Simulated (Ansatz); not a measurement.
Ansatz (a first-principles code) input (HF/3-21G): The .json file is the Basis Set Exchange's 3-21G.

Ansatz 0.2 input:
```yaml
crystal:
  periodic: [false, false, false]
  atoms:
    - {symbol: C, position_ang: [1.51547321, -0.87268086, -0.68764441]}
    - {symbol: Si, position_ang: [0.00594865, 0.00326656, 0.04465197]}
    - {symbol: C, position_ang: [-1.56919577, -0.99857957, -0.26748696]}
    - {symbol: C, position_ang: [-0.16097168, 1.75336612, -0.65641538]}
    - {symbol: F, position_ang: [0.22220953, 0.12202116, 1.66795841]}
    - {symbol: H, position_ang: [1.40996779, -0.97097220, -1.76513753]}
    - {symbol: H, position_ang: [2.42913149, -0.31940402, -0.49363689]}
    - {symbol: H, position_ang: [1.63598547, -1.86936670, -0.27458295]}
    - {symbol: H, position_ang: [-2.43910536, -0.51809786, 0.16945728]}
    - {symbol: H, position_ang: [-1.49489086, -1.99715133, 0.15186833]}
    - {symbol: H, position_ang: [-1.74771763, -1.09985102, -1.33503463]}
    - {symbol: H, position_ang: [-1.00978653, 2.27507109, -0.22529717]}
    - {symbol: H, position_ang: [-0.30615982, 1.71723530, -1.73316928]}
    - {symbol: H, position_ang: [0.72757400, 2.34598030, -0.46194005]}
basis:
  gaussian:
    orbitals: 3-21G.json
hamiltonian:
  xc: {name: HF}
phonons: {temperatures: {t_min: 298.15, t_max: 298.15, t_step: 100}}
```

Output:

```
Functional definition: HF
integrals: 0.02 GiB planned
858 factors; integrals over basis functions are off by at most 5.3e-4 eV
mean field: 0.18 GiB planned
mean field evaluation 1: about -13728.7428 eV, gradient 3.3e1 eV
mean field evaluation 2: about -13728.9497 eV, gradient 3.4e1 eV
mean field evaluation 4: about -13731.3892 eV, gradient 2.6e0 eV
mean field evaluation 8: about -13731.4127 eV, gradient 1.2e-4 eV
mean field -13731.41267096 eV, -504.6201081721 hartree, gradient 6.7e-5 eV, S^2 0.000000; 0 other end points of the search recorded, 0 dependent functions left out
the calculation of the forces begins
reference -13731.41267096 eV, -504.6201081721 hartree; 25, 25 occupied and 42, 42 virtual orbitals, 858 factors
these checks for a lower state are left out or cut short: stability, starts, cluster_reference, orbital_swaps, neighbouring_geometries, increment
integrals: 0.02 GiB planned
858 factors; integrals over basis functions are off by at most 5.3e-4 eV
mean field: 0.18 GiB planned
mean field evaluation 16: about -13731.4125 eV, gradient 1.6e-3 eV
mean field -13731.41252760 eV, -504.6201029036 hartree, gradient 3.8e-6 eV, S^2 0.000000; 0 other end points of the search recorded, 0 dependent functions left out
the calculation of the forces begins
reference -13731.41252760 eV, -504.6201029036 hartree; 25, 25 occupied and 42, 42 virtual orbitals, 858 factors
these checks for a lower state are left out or cut short: stability, starts, cluster_reference, orbital_swaps, neighbouring_geometries, increment
integrals: 0.02 GiB planned
858 factors; integrals over basis functions are off by at most 5.3e-4 eV
mean field: 0.18 GiB planned
mean field evaluation 32: about -13731.4125 eV, gradient 3.8e-6 eV
mean field -13731.41252679 eV, -504.6201028737 hartree, gradient 3.8e-6 eV, S^2 0.000000; 0 other end points of the search recorded, 0 dependent functions left out
the calculation of the forces begins
reference -13731.41252679 eV, -504.6201028737 hartree; 25, 25 occupied and 42, 42 virtual orbitals, 858 factors
these checks for a lower state are left out or cut short: stability, starts, cluster_reference, orbital_swaps, neighbouring_geometries, increment
integrals: 0.02 GiB planned
858 factors; integrals over basis functions are off by at most 5.2e-4 eV
mean field: 0.18 GiB planned
mean field -13731.41250169 eV, -504.6201019513 hartree, gradient 3.8e-6 eV, S^2 0.000000; 0 other end points of the search recorded, 0 dependent functions left out
the calculation of the forces begins
reference -13731.41250169 eV, -504.6201019513 hartree; 25, 25 occupied and 42, 42 virtual orbitals, 858 factors
these checks for a lower state are left out or cut short: stability, starts, cluster_reference, orbital_swaps, neighbouring_geometries, increment
integrals: 0.02 GiB planned
858 factors; integrals over basis functions are off by at most 5.3e-4 eV
mean field: 0.18 GiB planned
mean field -13731.41249903 eV, -504.6201018538 hartree, gradient 3.8e-6 eV, S^2 0.000000; 0 other end points of the search recorded, 0 dependent functions left out
the calculation of the forces begins
reference -13731.41249903 eV, -504.6201018538 hartree; 25, 25 occupied and 42, 42 virtual orbitals, 858 factors
these checks for a lower state are left out or cut short: stability, starts, cluster_reference, orbital_swaps, neighbouring_geometries, increment
integrals: 0.02 GiB planned
858 factors; integrals over basis functions are off by at most 5.3e-4 eV
mean field: 0.18 GiB planned
mean field -13731.41254699 eV, -504.6201036160 hartree, gradient 3.8e-6 eV, S^2 0.000000; 0 other end points of the search recorded, 0 dependent functions left out
the calculation of the forces begins
reference -13731.41254699 eV, -504.6201036160 hartree; 25, 25 occupied and 42, 42 virtual orbitals, 858 factors
these checks for a lower state are left out or cut short: stability, starts, cluster_reference, orbital_swaps, neighbouring_geometries, increment
integrals: 0.02 GiB planned
858 factors; integrals over basis functions are off by at most 5.3e-4 eV
mean field: 0.18 GiB planned
mean field evaluation 64: about -13731.4125 eV, gradient 1.6e-3 eV
mean field -13731.41254677 eV, -504.6201036081 hartree, gradient 3.8e-6 eV, S^2 0.000000; 0 other end points of the search recorded, 0 dependent functions left out
the calculation of the forces begins
reference -13731.41254677 eV, -504.6201036081 hartree; 25, 25 occupied and 42, 42 virtual orbitals, 858 factors
these checks for a lower state are left out or cut short: stability, starts, cluster_reference, orbital_swaps, neighbouring_geometries, increment
integrals: 0.02 GiB planned
858 factors; integrals over basis functions are off by at most 5.3e-4 eV
mean field: 0.18 GiB planned
[...]
mean field -13731.41265508 eV, -504.6201075883 hartree, gradient 3.8e-6 eV, S^2 0.000000; 0 other end points of the search recorded, 0 dependent functions left out
the calculation of the forces begins
reference -13731.41265508 eV, -504.6201075883 hartree; 25, 25 occupied and 42, 42 virtual orbitals, 858 factors
these checks for a lower state are left out or cut short: stability, starts, cluster_reference, orbital_swaps, neighbouring_geometries, increment
integrals: 0.02 GiB planned
858 factors; integrals over basis functions are off by at most 5.3e-4 eV
mean field: 0.18 GiB planned
mean field -13731.41265449 eV, -504.6201075668 hartree, gradient 3.8e-6 eV, S^2 0.000000; 0 other end points of the search recorded, 0 dependent functions left out
the calculation of the forces begins
reference -13731.41265449 eV, -504.6201075668 hartree; 25, 25 occupied and 42, 42 virtual orbitals, 858 factors
these checks for a lower state are left out or cut short: stability, starts, cluster_reference, orbital_swaps, neighbouring_geometries, increment
integrals: 0.02 GiB planned
858 factors; integrals over basis functions are off by at most 5.3e-4 eV
mean field: 0.18 GiB planned
mean field evaluation 352: about -13731.4126 eV, gradient 2.0e-6 eV
mean field -13731.41257344 eV, -504.6201045882 hartree, gradient 3.8e-6 eV, S^2 0.000000; 0 other end points of the search recorded, 0 dependent functions left out
the calculation of the forces begins
reference -13731.41257344 eV, -504.6201045882 hartree; 25, 25 occupied and 42, 42 virtual orbitals, 858 factors
these checks for a lower state are left out or cut short: stability, starts, cluster_reference, orbital_swaps, neighbouring_geometries, increment
integrals: 0.02 GiB planned
858 factors; integrals over basis functions are off by at most 5.3e-4 eV
mean field: 0.18 GiB planned
mean field -13731.41257280 eV, -504.6201045646 hartree, gradient 3.8e-6 eV, S^2 0.000000; 0 other end points of the search recorded, 0 dependent functions left out
the calculation of the forces begins
reference -13731.41257280 eV, -504.6201045646 hartree; 25, 25 occupied and 42, 42 virtual orbitals, 858 factors
these checks for a lower state are left out or cut short: stability, starts, cluster_reference, orbital_swaps, neighbouring_geometries, increment
integrals: 0.02 GiB planned
858 factors; integrals over basis functions are off by at most 5.3e-4 eV
mean field: 0.18 GiB planned
mean field -13731.41263923 eV, -504.6201070059 hartree, gradient 3.8e-6 eV, S^2 0.000000; 0 other end points of the search recorded, 0 dependent functions left out
the calculation of the forces begins
reference -13731.41263923 eV, -504.6201070059 hartree; 25, 25 occupied and 42, 42 virtual orbitals, 858 factors
these checks for a lower state are left out or cut short: stability, starts, cluster_reference, orbital_swaps, neighbouring_geometries, increment
integrals: 0.02 GiB planned
858 factors; integrals over basis functions are off by at most 5.3e-4 eV
mean field: 0.18 GiB planned
mean field -13731.41264087 eV, -504.6201070660 hartree, gradient 3.8e-6 eV, S^2 0.000000; 0 other end points of the search recorded, 0 dependent functions left out
the calculation of the forces begins
reference -13731.41264087 eV, -504.6201070660 hartree; 25, 25 occupied and 42, 42 virtual orbitals, 858 factors
these checks for a lower state are left out or cut short: stability, starts, cluster_reference, orbital_swaps, neighbouring_geometries, increment
integrals: 0.02 GiB planned
858 factors; integrals over basis functions are off by at most 5.3e-4 eV
mean field: 0.18 GiB planned
mean field evaluation 384: about -13731.4126 eV, gradient 1.6e-3 eV
mean field -13731.41265238 eV, -504.6201074890 hartree, gradient 3.8e-6 eV, S^2 0.000000; 0 other end points of the search recorded, 0 dependent functions left out
the calculation of the forces begins
reference -13731.41265238 eV, -504.6201074890 hartree; 25, 25 occupied and 42, 42 virtual orbitals, 858 factors
these checks for a lower state are left out or cut short: stability, starts, cluster_reference, orbital_swaps, neighbouring_geometries, increment
integrals: 0.02 GiB planned
858 factors; integrals over basis functions are off by at most 5.3e-4 eV
mean field: 0.18 GiB planned
mean field -13731.41265349 eV, -504.6201075298 hartree, gradient 3.8e-6 eV, S^2 0.000000; 0 other end points of the search recorded, 0 dependent functions left out
the calculation of the forces begins
reference -13731.41265349 eV, -504.6201075298 hartree; 25, 25 occupied and 42, 42 virtual orbitals, 858 factors
these checks for a lower state are left out or cut short: stability, starts, cluster_reference, orbital_swaps, neighbouring_geometries, increment
integrals: 0.02 GiB planned
858 factors; integrals over basis functions are off by at most 5.3e-4 eV
mean field: 0.18 GiB planned
mean field -13731.41265387 eV, -504.6201075440 hartree, gradient 3.8e-6 eV, S^2 0.000000; 0 other end points of the search recorded, 0 dependent functions left out
the calculation of the forces begins
reference -13731.41265387 eV, -504.6201075440 hartree; 25, 25 occupied and 42, 42 virtual orbitals, 858 factors
these checks for a lower state are left out or cut short: stability, starts, cluster_reference, orbital_swaps, neighbouring_geometries, increment
integrals: 0.02 GiB planned
858 factors; integrals over basis functions are off by at most 5.3e-4 eV
mean field: 0.18 GiB planned
mean field evaluation 416: about -13731.4127 eV, gradient 3.8e-6 eV
mean field -13731.41265456 eV, -504.6201075693 hartree, gradient 3.8e-6 eV, S^2 0.000000; 0 other end points of the search recorded, 0 dependent functions left out
the calculation of the forces begins
reference -13731.41265456 eV, -504.6201075693 hartree; 25, 25 occupied and 42, 42 virtual orbitals, 858 factors
these checks for a lower state are left out or cut short: stability, starts, cluster_reference, orbital_swaps, neighbouring_geometries, increment
integrals: 0.02 GiB planned
858 factors; integrals over basis functions are off by at most 5.3e-4 eV
mean field: 0.18 GiB planned
mean field -13731.41256125 eV, -504.6201041403 hartree, gradient 3.8e-6 eV, S^2 0.000000; 0 other end points of the search recorded, 0 dependent functions left out
the calculation of the forces begins
reference -13731.41256125 eV, -504.6201041403 hartree; 25, 25 occupied and 42, 42 virtual orbitals, 858 factors
these checks for a lower state are left out or cut short: stability, starts, cluster_reference, orbital_swaps, neighbouring_geometries, increment
integrals: 0.02 GiB planned
858 factors; integrals over basis functions are off by at most 5.3e-4 eV
mean field: 0.18 GiB planned
mean field -13731.41256362 eV, -504.6201042274 hartree, gradient 3.8e-6 eV, S^2 0.000000; 0 other end points of the search recorded, 0 dependent functions left out
the calculation of the forces begins
reference -13731.41256362 eV, -504.6201042274 hartree; 25, 25 occupied and 42, 42 virtual orbitals, 858 factors
Total energy: -13731.41267096 eV, -504.6201081721 hartree
Atom 0 at     1.515473    -0.872681    -0.687644 Å, force     0.000131     0.000045     0.000794 eV/Å
Atom 1 at     0.005949     0.003267     0.044652 Å, force     0.000150     0.000082     0.001124 eV/Å
Atom 2 at    -1.569196    -0.998580    -0.267487 Å, force     0.000083     0.000044     0.000801 eV/Å
Atom 3 at    -0.160972     1.753366    -0.656415 Å, force     0.000105     0.000086     0.000795 eV/Å
Atom 4 at     0.222210     0.122021     1.667958 Å, force    -0.000127    -0.000070    -0.000957 eV/Å
Atom 5 at     1.409968    -0.970972    -1.765138 Å, force     0.000162    -0.000128    -0.000322 eV/Å
Atom 6 at     2.429131    -0.319404    -0.493637 Å, force    -0.000385    -0.000034    -0.000227 eV/Å
Atom 7 at     1.635985    -1.869367    -0.274583 Å, force    -0.000226     0.000276    -0.000271 eV/Å
Atom 8 at    -2.439105    -0.518098     0.169457 Å, force     0.000311    -0.000006    -0.000322 eV/Å
Atom 9 at    -1.494891    -1.997151     0.151868 Å, force     0.000122     0.000290    -0.000319 eV/Å
Atom 10 at    -1.747718    -1.099851    -1.335035 Å, force    -0.000231    -0.000145    -0.000269 eV/Å
Atom 11 at    -1.009787     2.275071    -0.225297 Å, force     0.000152    -0.000317    -0.000278 eV/Å
Atom 12 at    -0.306160     1.717235    -1.733169 Å, force    -0.000052     0.000206    -0.000318 eV/Å
Atom 13 at     0.727574     2.345980    -0.461940 Å, force    -0.000195    -0.000331    -0.000231 eV/Å
Dipole moment:    -0.061527    -0.033786    -0.461836 e Å
Vibrations: 133.29 153.28 153.32 192.87 192.88 263.07 302.00 302.00 639.62 769.48 769.48 816.07 890.64 890.65 897.23 995.03 995.05 1062.79 1485.43 1485.43 1496.58 1618.50 1628.07 1628.07 1630.67 1630.67 1644.17 3182.86 3182.87 3185.39 3246.86 3246.87 3250.14 3257.71 3259.33 3259.33 cm⁻¹, zero-point energy 3.331313 eV
```

The blocks after the first are displaced geometries, from whose forces the wavenumbers follow.
